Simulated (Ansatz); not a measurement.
Rb2F3. The state is a doublet with charge 0. Geometry relaxed at PBE0-D4/def2-SVP.

```xyz
5

Rb   -0.586    0.988   -1.515
Rb    1.163   -0.809    1.267
F     1.720    0.533   -0.738
F    -1.126   -1.169   -0.047
F    -1.171    0.457    1.032
```

In the def2 sets Rb takes a core potential; there is no spin–orbit coupling. In the doublet, F4 and F5 lie 1.95 Å apart (atoms count from 1), so these atoms are partly bonded to each other. The structure comes from a short search, and lower isomers may exist.

**Question.** Estimate the harmonic wavenumbers at UKS PBE0-D4/def2-SVP (Ansatz, unscaled). Is this a minimum?

**Answer.** 86, 101, 170, 180, 191, 193, 276, 289, 441 cm⁻¹. Yes, no mode is imaginary beyond noise. Zero-point energy 11.5 kJ/mol. Hardware: 4 threads of Arm Neoverse V2 on a shared host. Wall time 39 s.
